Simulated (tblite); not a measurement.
Species: C7H14NP.
Numbering: `[CH3:1][CH2:2][CH2:3][P:4]([CH2:5][CH3:6])[CH2:7][C:8]#[N:9]` (hydrogens: H10, H11, H12 on C1; H13, H14 on C2; H15, H16 on C3; H17, H18 on C5; H19, H20, H21 on C6; H22, H23 on C7)

A start from a force field or distance geometry was refined with GFN2-xTB geometry optimisation, gas phase in tblite. Values at the start:

```csv
coordinate,start
C1–C2,1.537 Å
C1–H10,1.103 Å
C2–C3,1.479 Å
C2–H13,1.103 Å
C3–P4,1.838 Å
C3–H15,1.117 Å
P4–C5,1.843 Å
P4–C7,1.822 Å
C5–C6,1.521 Å
C5–H17,1.090 Å
C6–H19,1.101 Å
C7–C8,1.457 Å
C7–H22,1.106 Å
C8≡N9,1.162 Å
C1–C2–C3,108.0°
C2–C3–P4,115.0°
C3–P4–C5,111.0°
C3–P4–C7,115.6°
P4–C5–C6,106.4°
P4–C7–C8,111.3°
C5–P4–C7,114.3°
C7–C8–N9,178.6°
```

Q: How do these coordinates change at the GFN2-xTB level?

A: 
| coordinate | GFN2-xTB (Å or °) | change |
| --- | --- | --- |
| P4–C7 | 1.889 | +0.067 |
| C2–C3 | 1.526 | +0.047 |
| C7–C8 | 1.427 | -0.030 |
| C3–P4 | 1.864 | +0.026 |
| C3–H15 | 1.095 | -0.022 |
| P4–C5 | 1.865 | +0.022 |
| C8≡N9 | 1.145 | -0.017 |
| C1–H10 | 1.087 | -0.016 |
| C1–C2 | 1.522 | -0.015 |
| C7–H22 | 1.093 | -0.013 |
| C6–H19 | 1.088 | -0.013 |
| C2–H13 | 1.093 | -0.010 |
| C5–H17 | 1.094 | +0.004 |
| C5–C6 | 1.523 | +0.002 |
| C5–P4–C7 | 97.4 | -16.9 |
| C3–P4–C7 | 99.0 | -16.6 |
| C3–P4–C5 | 98.3 | -12.7 |
| P4–C5–C6 | 111.5 | +5.1 |
| C1–C2–C3 | 111.8 | +3.8 |
| C2–C3–P4 | 113.0 | -2.0 |
| P4–C7–C8 | 112.6 | +1.3 |
| C7–C8–N9 | 177.7 | -0.9 |

The energy falls by 37.1 kcal/mol over 166 L-BFGS steps, the largest force on an atom goes from 3.80 to 0.009 eV/Å, and the atoms move by 0.861 Å rms after alignment. The bond that changes most is P4–C7 (phosphine phosphorus to sp3 carbon bound to phosphorus), which lengthens by 0.067 Å. Bonds longer at the end by more than 0.005 Å: 4 of 22; shorter: 15. Among the dihedrals that turn most is C7–P4–C5–H18, from 121° to 57°. Rotational constants go from 1474, 994.9, 683.8 to 1383, 1106, 758.4 MHz.

Its lowest GFN2-xTB frequency is 4i cm⁻¹, too small to tell a flat minimum from a shallow saddle. One conformer, not necessarily the lowest. 3 starts were optimised and ended at 0.00, 1.52 and 1.61 kcal/mol (GFN2-xTB); the lowest of these is shown.

These are computed values.
